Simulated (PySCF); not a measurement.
# B (boron, neutral) across methods

[He] 2s1 2p2, high-spin 4P determinant (an excited configuration). All numbers are calculated (PySCF 2.14, scalar relativity by spin-free X2C-1e, in aug-cc-pVQZ-DK (6s5p4d3f2g, 80 functions)). The B2PLYP total includes its PT2 part (frozen core); its orbital energies are those of the SCF part.

```tsv
method	E (hartree)	mean ε 1s β (eV)	mean ε 2s α (eV)	mean ε 2p α (eV)	Σ⟨r²⟩ (bohr²)	⟨S²⟩
r2SCAN	-24.5364	-182.66	-11.299	-5.128	16.00	3.750
M06	-24.5192	-187.28	-11.932	-5.722	16.41	3.750
LC-wPBE	-24.5190	-185.50	-15.746	-8.993	15.85	3.750
UHF	-24.45901	-207.99	-17.532	-9.697	15.72	3.750
PBE	-24.4976	-179.61	-10.705	-4.839	16.40	3.750
PBE0	-24.5075	-186.87	-12.488	-6.109	16.09	3.750
LDA	-24.2409	-177.71	-10.618	-4.841	16.54	3.750
PW91	-24.5223	-179.86	-10.738	-4.887	16.36	3.750
B2PLYP	-24.5121	-195.14	-14.132	-7.255	15.96	3.750
```
